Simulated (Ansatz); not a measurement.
`C#[C][Zr]([OH])([OH])[OH]`, relaxed with RKS PBE0-D4/def2-TZVP in the Gaussian-basis code of Ansatz from a GFN2-xTB geometry. The force threshold is 0.005 eV/Å; the program also tests the step.

Charge 0, multiplicity 1. Zr takes the def2 core potential.

Start:

```xyz
10

C    -3.001   -0.144    0.079
C    -1.792   -0.093    0.062
Zr    0.408    0.015    0.003
O     1.020    1.233   -1.308
O     1.153    0.572    1.650
O     1.205   -1.650   -0.413
H    -4.058   -0.190    0.093
H     1.544    0.959   -2.073
H     1.678    1.378    1.734
H     1.842   -2.078    0.174
```

(1) How much energy does the relaxation release, and in how many steps? (Estimate.)

(2) Which bonds change most? (Estimate.)

(3) Give the relaxed structure. (An estimate is asked.)

Answers

(1) Computed: 32.87 kJ/mol, in 11 steps.

(2) Computed: Zr3–O4 from 1.891 to 1.916 Å; Zr3–O6 from 1.892 to 1.916 Å; Zr3–O5 from 1.892 to 1.916 Å; O4–H8 from 0.966 to 0.952 Å.

(3) The calculation gave: 
```xyz
10

C    -2.890   -0.149    0.085
C    -1.676   -0.086    0.049
Zr    0.533    0.027   -0.016
O     1.020    1.062   -1.553
O     1.123    0.872    1.600
O     1.207   -1.762   -0.145
H    -3.955   -0.204    0.116
H     1.412    1.354   -2.371
H     1.541    1.457    2.225
H     1.684   -2.572    0.010
```
